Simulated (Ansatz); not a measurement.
Ligand exchange: GeH2(CH3)F + CuI → GeH2(CH3)I + CuF

Gas-phase species: GeH2(CH3)F, singlet; CuI, singlet; GeH2(CH3)I, singlet; CuF (fluorocopper), singlet. The partners trade F for I: Ge–F and Cu–I bonds give way to Ge–I and Cu–F.

Shapes, held fixed at every level: PBE0-D4/def2-TZVP. Programs: Ansatz 0.2.0. The zero-point and thermal change to 298 K, harmonic and unscaled (PBE0-D4/def2-TZVP), is -1.2 kJ/mol.

Estimate ΔH(298 K) of this reaction.

wB97M-V/def2-TZVPP gives ΔH(298 K) = +118.3 kJ/mol; the levels span +115.4 to +160.2. The median of the levels is +121.7. No measured value is set beside it here. For atoms past krypton def2 sets carry core potentials with scalar relativity. Relativity is left out for Cu, Ge. Times are processor times on shared x86 and Arm servers, and rough.

```json
{"level": "HF/def2-SVP", "kind": "Hartree–Fock", "ΔH(298 K) (kJ/mol)": "+160.2", "CPU time (sum over the molecules)": "–"}
{"level": "HF/def2-TZVPP", "kind": "Hartree–Fock", "ΔH(298 K) (kJ/mol)": "+146.6", "CPU time (sum over the molecules)": "–"}
{"level": "r2SCAN-D4/def2-TZVPP", "kind": "meta-GGA", "ΔH(298 K) (kJ/mol)": "+115.4", "CPU time (sum over the molecules)": "25 s"}
{"level": "BHLYP-D4/def2-TZVPP", "kind": "global hybrid", "ΔH(298 K) (kJ/mol)": "+127.8", "CPU time (sum over the molecules)": "16 s"}
{"level": "PBE0-D4/def2-TZVPP", "kind": "global hybrid", "ΔH(298 K) (kJ/mol)": "+118.2", "CPU time (sum over the molecules)": "16 s"}
{"level": "r2SCAN0-D4/def2-TZVPP", "kind": "global hybrid", "ΔH(298 K) (kJ/mol)": "+125.1", "CPU time (sum over the molecules)": "26 s"}
{"level": "wB97X-V/def2-TZVPP", "kind": "range-separated hybrid", "ΔH(298 K) (kJ/mol)": "+116.0", "CPU time (sum over the molecules)": "40 s"}
{"level": "wB97M-V/def2-TZVPP", "kind": "range-separated hybrid", "ΔH(298 K) (kJ/mol)": "+118.3", "CPU time (sum over the molecules)": "58 s"}
```
